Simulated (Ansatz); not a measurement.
Computed with Ansatz on PBE0-D4/def2-TZVP structures; ΔE is electronic, products minus reactants. CCSD(T)/CBS is the MP2 limit (def2-TZVPP, def2-QZVPP) plus CCSD(T) − MP2 in def2-TZVPP, frozen cores. DFT in def2-TZVPP. For Ge outer-core shells are correlated without core-valence functions, which leaves a few kJ/mol of doubt a bond. Scalar relativity is left out up to krypton. Each species was taken in one conformer, which may not be the lowest.

Reaction (cleavage of the Si–Ge bond): `O[B](F)[GeH2][SiH3]` + `[OH][AlH][CH2]F` → `F[CH2][AlH][O][SiH3]` + `O[B](F)[GeH3]`

CCSD(T)/CBS gives -83.5 kJ/mol.

(1) Another level gave -85.5 kJ/mol. Which?
A. PBE-D4/def2-TZVPP
B. SCS-MP2/def2-TZVPP
C. PBE0/def2-TZVPP
D. ωB97X-V/def2-TZVPP

Largest T1 diagnostic among the species: 0.013.

## Answers

(1) D. ωB97X-V -85.5, PBE0 -70.8, SCS-MP2/def2-TZVPP -94.8, PBE-D4 -62.6 kJ/mol.

From PBE to PBE0 (25 % exact exchange), in def2-TZVPP and without D4, ΔE moves by −8.3 kJ/mol. In def2-TZVPP, CCSD(T) changes the Hartree–Fock value by +29.0 kJ/mol (the triples alone add +3.8 kJ/mol) and MP2 by +26.2 kJ/mol.
